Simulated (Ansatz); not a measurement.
Geometry optimisation, Ansatz, RKS PBE0/def2-SVP.

Input file:

```yaml
crystal:
  periodic: [false, false, false]
  atoms:
    - { symbol: Si, position_ang: [0.0398, -0.9126, 0.2374] }
    - { symbol: Si, position_ang: [-0.497, 1.4704, 1.1236] }
    - { symbol: H, position_ang: [-1.4049, -1.207, 0.4712] }
    - { symbol: H, position_ang: [0.6677, -2.0161, 0.952] }
    - { symbol: C, position_ang: [0.1471, -0.846, -1.6521] }
    - { symbol: H, position_ang: [1.0851, 0.5842, 0.6648] }
    - { symbol: F, position_ang: [1.9207, -0.2264, 0.3418] }
    - { symbol: H, position_ang: [-1.8014, 1.5846, 0.4724] }
    - { symbol: H, position_ang: [-0.7433, 1.3011, 2.5568] }
    - { symbol: H, position_ang: [0.111, 2.8, 0.9644] }
    - { symbol: H, position_ang: [-0.0449, -1.8308, -2.0631] }
    - { symbol: H, position_ang: [-0.6006, -0.1738, -2.0622] }
    - { symbol: H, position_ang: [1.1207, -0.5276, -2.0069] }
basis:
  gaussian: { orbitals: def2-SVP }
hamiltonian:
  xc: pbe0
relax:
  f_tol: 0.15
  max_steps: 25
  restrain:
    - { distance: [0, 6], at: 2.98, k: 30.0 }
    - { distance: [5, 1], at: 2.72, k: 30.0 }
    - { distance: [0, 1], at: 2.22, k: 30.0 }
    - { distance: [5, 6], at: 0.88, k: 30.0 }
```

Launched with:

```bash
$ ansatz run input.yaml --threads 2 --pin off --max-ram 3072MiB --backend cpu --events-out ev --progress --plain --runs-dir out
```

**Question.** Where does it end, and by what steps?

**Answer.** It converged. The restraints hold the end off the free minimum. After 11 steps the energy has fallen by 1.780 eV (the restraints' own energy left out); H6 moved furthest, 0.98 Å. Joined: H6–F7 (1.21 → 0.91 Å).

| step | energy less start (eV) | largest force component (eV/Å) | accepted |
| --- | --- | --- | --- |
| 0 | 0.0000 | 1.510 | yes |
| 1 | -0.3184 | 2.386 | yes |
| 2 | -0.3899 | 5.034 | yes |
| 3 | -0.8142 | 3.147 | yes |
| 4 | -1.4075 | 1.758 | yes |
| 5 | -1.5957 | 1.320 | yes |
| 6 | -1.6745 | 1.233 | yes |
| 7 | -1.7420 | 1.162 | yes |
| 8 | -1.7629 | 1.229 | yes |
| 9 | -1.7557 | 1.120 | yes |
| 10 | -1.7641 | 1.108 | yes |
| 11 | -1.7800 | 1.183 | yes |

```xyz
13
Properties=species:S:1:pos:R:3
Si -0.468 -0.882 0.221
Si -0.685 1.195 1.083
H -1.813 -1.538 0.355
H 0.483 -1.678 1.052
C 0.010 -0.851 -1.601
H 1.977 0.971 0.578
F 2.326 0.163 0.339
H -1.854 1.933 0.507
H -0.845 1.171 2.571
H 0.525 2.054 0.804
H 0.050 -1.871 -2.012
H -0.713 -0.274 -2.198
H 1.005 -0.394 -1.699
```

The run took 26 s on 2 threads of Intel(R) Xeon(R) Platinum 8488C (Sapphire Rapids), on a shared host, peak memory 0.26 GiB.
